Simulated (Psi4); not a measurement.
F$_{3}$La (SMILES [F][La]([F])[F]), singlet, geometry from GFN2-xTB (such geometries of metal compounds can be far from the true shape) (core potentials on La); M06-2X/def2-TZVP (Psi4 1.11).

Psi4 was given this input:
```
memory 2 GB

molecule mol {
0 1
La    0.031016   -0.056518   -0.134807
F    -1.708650   -0.894191    0.331449
F    -0.051073    1.901421   -0.459249
F     1.563287   -0.649281    0.981575
}

set {
  basis def2-tzvp
  reference rks
}

energy('m06-2x')
print_variables()
```

What does Psi4 print? Leave out banner, timings and long lists.


```
   => Loading Basis Set <=

    Name: DEF2-TZVP
    Role: ORBITAL
    Keyword: BASIS

    !!!  WARNING: ECP capability is in beta. Please check occupations closely.  !!!

         ---------------------------------------------------------
                                   SCF
               by Justin Turney, Rob Parrish, Andy Simmonett
                          and Daniel G. A. Smith
                              RKS Reference
         ---------------------------------------------------------

  ==> Geometry <==

    Molecular point group: c1
    Full point group: C1

    Geometry (in Angstrom), charge = 0, multiplicity = 1:

       Center              X                  Y                   Z               Mass
    ------------   -----------------  -----------------  -----------------  -----------------
         LA           0.028073965203    -0.051156889039    -0.122019008728   138.906356300000
         F           -1.711592034797    -0.888829889039     0.344236991272    18.998403162730
         F           -0.054015034797     1.906782110961    -0.446461008728    18.998403162730
         F            1.560344965203    -0.643919889039     0.994362991272    18.998403162730

  Running in c1 symmetry.

  Rotational constants: A =      0.14657  B =      0.14657  C =      0.07931 [cm^-1]
  Rotational constants: A =   4394.09105  B =   4394.08882  C =   2377.60308 [MHz]
  Nuclear repulsion =  117.567271336266728

  Charge       = 0
  Multiplicity = 1
  Electrons    = 38
  Nalpha       = 19
  Nbeta        = 19

  ==> Algorithm <==

  SCF Algorithm Type is DF.
  DIIS enabled.
  MOM disabled.
  Fractional occupation disabled.
  Guess Type is SAD.
  Energy threshold   = 1.00e-06
  Density threshold  = 1.00e-06
  Integral threshold = 1.00e-12

  ==> Primary Basis <==

  Basis Set: DEF2-TZVP
    Blend: DEF2-TZVP
    Number of shells: 47
    Number of basis functions: 133
    Number of Cartesian functions: 154
    Spherical Harmonics?: true
    Max angular momentum: 3

  Core potential: DEF2-TZVP
    Number of shells: 4
    Number of ECP primitives: 10
    Number of ECP core electrons: 46
    Max angular momentum: 3

  ==> DFT Potential <==

   => LibXC <=

    Version 7.1.2
    S. Lehtola, C. Steigemann, M. J. T. Oliveira, and M. A. L. Marques,  SoftwareX 7, 1–5 (2018) (10.1016/j.softx.2017.11.002)

   => Composite Functional: M06-2X <=

    Hybrid M06-2X Meta-GGA XC Functional  (10.1007/s00214-007-0310-x)
    Y. Zhao and D. G. Truhlar,  Theor. Chem. Acc., 120, 215, 2008

    Deriv               =              1
    GGA                 =           TRUE
    Meta                =           TRUE

    Exchange Hybrid     =           TRUE
    MP2 Hybrid          =          FALSE

   => Exchange Functionals <=

    1.0000   XC_HYB_MGGA_X_M06_2X

   => Exact (HF) Exchange <=

    0.5400               HF

   => Correlation Functionals <=

    1.0000   XC_MGGA_C_M06_2X

   => LibXC Density Thresholds  <==

    XC_MGGA_C_M06_2X:  1.00E-12
    XC_HYB_MGGA_X_M06_2X:  1.00E-15

   => Molecular Quadrature <=

    Radial Scheme          =       TREUTLER
    Pruning Scheme         =           NONE
    Nuclear Scheme         =       TREUTLER

    Blocking Scheme        =         OCTREE
    BS radius alpha        =              1
    Pruning alpha          =              1
    Radial Points          =             75
    Spherical Points       =            302
    Total Points           =          87498
    Total Blocks           =            728
    Max Points             =            256
    Max Functions          =            124
    Weights Tolerance      =       1.00E-15

   => Loading Basis Set <=

    Name: (DEF2-TZVP AUX)
    Role: JKFIT
    Keyword: DF_BASIS_SCF

  ==> Integral Setup <==

  SCF_SUBTYPE=INCORE selected. In-core MEM_DF algorithm will be used.
  Using in-core AOs.

  ==> MemDFJK: Density-Fitted J/K Matrices <==

    J tasked:                   Yes
    K tasked:                   Yes
    wK tasked:                   No
    Algorithm:                 Core
    Schwarz Cutoff:           1E-12
    Mask sparsity (%):      11.4761
    Fitting Condition:        1E-10

   => Auxiliary Basis Set <=

  Basis Set: (DEF2-TZVP AUX)
    Blend: DEF2-UNIVERSAL-JKFIT
    Number of shells: 120
    Number of basis functions: 458
    Number of Cartesian functions: 620
    Spherical Harmonics?: true
    Max angular momentum: 6

  Minimum eigenvalue in the overlap matrix is 4.6451234282E-03.
  Reciprocal condition number of the overlap matrix is 1.0779627618E-03.
    Using symmetric orthogonalization.

  ==> Pre-Iterations <==

  SCF Guess: Superposition of Atomic Densities via on-the-fly atomic UHF (no occupation information).

   -------------------------
    Irrep   Nso     Nmo
   -------------------------
     A        133     133
   -------------------------
    Total     133     133
   -------------------------

  ==> Iterations <==

                           Total Energy        Delta E     RMS |[F,P]|

   @DF-RKS iter SAD:  -330.31450866990082   -3.30315e+02   0.00000e+00
   @DF-RKS iter   1:  -330.99878226067744   -6.84274e-01   6.69502e-03 DIIS/ADIIS
   @DF-RKS iter   2:  -330.75326930041831    2.45513e-01   9.97851e-03 DIIS/ADIIS
   @DF-RKS iter   3:  -331.26516003389884   -5.11891e-01   2.54557e-04 DIIS/ADIIS
   @DF-RKS iter   4:  -331.26553776919963   -3.77735e-04   8.98181e-05 DIIS
   @DF-RKS iter   5:  -331.26558529882277   -4.75296e-05   2.68044e-05 DIIS
   @DF-RKS iter   6:  -331.26558873421993   -3.43540e-06   1.15587e-05 DIIS
   @DF-RKS iter   7:  -331.26558944581723   -7.11597e-07   1.76562e-06 DIIS
   @DF-RKS iter   8:  -331.26558947617900   -3.03618e-08   4.34203e-07 DIIS
  Energy and wave function converged.

  ==> Post-Iterations <==

   Electrons on quadrature grid:
      Ntotal   =   38.0000233965 ; deviation = 2.340e-05

    Orbital Energies [Eh]
    ---------------------

    Doubly Occupied:

       1A    -25.176747     2A    -25.176689     3A    -25.176622
       4A     -1.600574     5A     -1.290802     6A     -1.290736
       7A     -1.236380     8A     -0.898890     9A     -0.876033
      10A     -0.876011    11A     -0.504877    12A     -0.504831
      13A     -0.491069    14A     -0.488710    15A     -0.488615
      16A     -0.475650    17A     -0.454007    18A     -0.425438
      19A     -0.425377

    Virtual:

      20A     -0.053934    21A      0.020599    22A      0.020617
      23A      0.022279    24A      0.033977    25A      0.063970
      26A      0.064038    27A      0.109614    28A      0.109974
      29A      0.110010    30A      0.142558    31A      0.142563
      32A      0.165007    33A      0.210580    34A      0.210605
      35A      0.409230    36A      0.468562    37A      0.468628
      38A      0.549299    39A      0.564296    40A      0.586478
      41A      0.586597    42A      0.633244    43A      0.641179
      44A      0.641264    45A      0.679411    46A      0.703073
      47A      0.703096    48A      0.707470    49A      0.716536
      50A      0.716604    51A      0.733826    52A      0.733884
      53A      0.751852    54A      0.775444    55A      0.792713
      56A      0.793053    57A      0.862985    58A      0.863234
      59A      0.998604    60A      1.161775    61A      1.161885
      62A      1.197208    63A      2.028514    64A      2.038587
      65A      2.039050    66A      2.076741    67A      2.081543
      68A      2.081890    69A      2.173544    70A      2.174172
      71A      2.202467    72A      2.279695    73A      2.280635
      74A      2.404407    75A      2.520785    76A      2.521246
      77A      2.578403    78A      3.318123    79A      3.319865
      80A      3.320283    81A      3.332856    82A      3.397237
      83A      3.397477    84A      3.440018    85A      3.440628
      86A      3.534408    87A      3.859093    88A      3.859610
      89A      3.928409    90A      6.931855    91A      6.932342
      92A      6.932680    93A      6.938978    94A      6.941604
      95A      6.942539    96A      6.947490    97A      6.950387
      98A      6.951336    99A      6.952265   100A      6.953323
     101A      6.956914   102A      6.957452   103A      6.957790
     104A      6.958296   105A      6.958623   106A      6.959135
     107A      6.963649   108A      6.964097   109A      6.970363
     110A      6.972288   111A      8.312245   112A      8.318180
     113A      8.318402   114A      8.340277   115A      8.340839
     116A      8.341079   117A      8.417541   118A      8.418094
     119A      8.425865   120A      8.471860   121A      8.472272
     122A      8.548095   123A      8.646316   124A      8.646369
     125A      8.649654   126A     11.486765   127A     11.796570
     128A     12.298137   129A     12.298161   130A     33.457936
     131A     56.917402   132A     56.917469   133A     56.947958

    Final Occupation by Irrep:
              A
    DOCC [    19 ]
    NA   [    19 ]
    NB   [    19 ]

  @DF-RKS Final Energy:  -331.26558947617900

   => Energetics <=

    Nuclear Repulsion Energy =            117.5672713362667281
    One-Electron Energy =                -707.6816705282335533
    Two-Electron Energy =                 276.1239631974858639
    DFT Exchange-Correlation Energy =     -17.2751534816979770
    Empirical Dispersion Energy =           0.0000000000000000
    VV10 Nonlocal Energy =                  0.0000000000000000
    Total Energy =                       -331.2655894761790023

Computation Completed

Properties will be evaluated at   0.000000,   0.000000,   0.000000 [a0]

Properties computed using the SCF density matrix

 Multipole Moments:

 ------------------------------------------------------------------------------------
     Multipole            Electronic (a.u.)      Nuclear  (a.u.)        Total (a.u.)
 ------------------------------------------------------------------------------------

 L = 1.  Multiply by 2.5417464519 to convert [e a0] to [Debye]
 Dipole X            :          3.2070890           -2.9074293            0.2996597
 Dipole Y            :         -5.8437268            5.2979704           -0.5457563
 Dipole Z            :        -13.9399879           12.6366773           -1.3033106
 Magnitude           :                                                    1.4443907

 ------------------------------------------------------------------------------------

  Variable Map:
  ----------------------------------------------------------------------------
  "CURRENT ENERGY"              =>    -331.265589476179
  "CURRENT REFERENCE ENERGY"    =>    -331.265589476179
  "DD SOLVATION ENERGY"         =>       0.000000000000
  "DFT FUNCTIONAL TOTAL ENERGY" =>    -331.265589476179
  "DFT TOTAL ENERGY"            =>    -331.265589476179
  "DFT VV10 ENERGY"             =>       0.000000000000
  "DFT XC ENERGY"               =>     -17.275153481698
  "GRID ELECTRONS ALPHA"        =>      19.000011698239
  "GRID ELECTRONS BETA"         =>      19.000011698239
  "GRID ELECTRONS TOTAL"        =>      38.000023396477
  "NUCLEAR REPULSION ENERGY"    =>     117.567271336267
  "ONE-ELECTRON ENERGY"         =>    -707.681670528234
  "PCM POLARIZATION ENERGY"     =>       0.000000000000
  "PE ENERGY"                   =>       0.000000000000
  "SCF ITERATION ENERGY"        =>    -331.265589476179
  "SCF ITERATIONS"              =>       8.000000000000
  "SCF TOTAL ENERGY"            =>    -331.265589476179
  "TWO-ELECTRON ENERGY"         =>     276.123963197486
  "XC GRID RADIAL POINTS"       =>      75.000000000000
  "XC GRID SPHERICAL POINTS"    =>     302.000000000000
  "XC GRID TOTAL POINTS"        =>   87498.000000000000

  Array Variable Map:
  ----------------------------------------------------------------------------
  "CURRENT DIPOLE"              =>       0.299659716646 ... -1.303310598371 1 by 3
  "SCF DIPOLE"                  =>       0.299659716646 ... -1.303310598371 1 by 3
  "SCF TOTAL ENERGIES"          =>    -330.314508669901 ... -331.265589476179 1 by 9
```
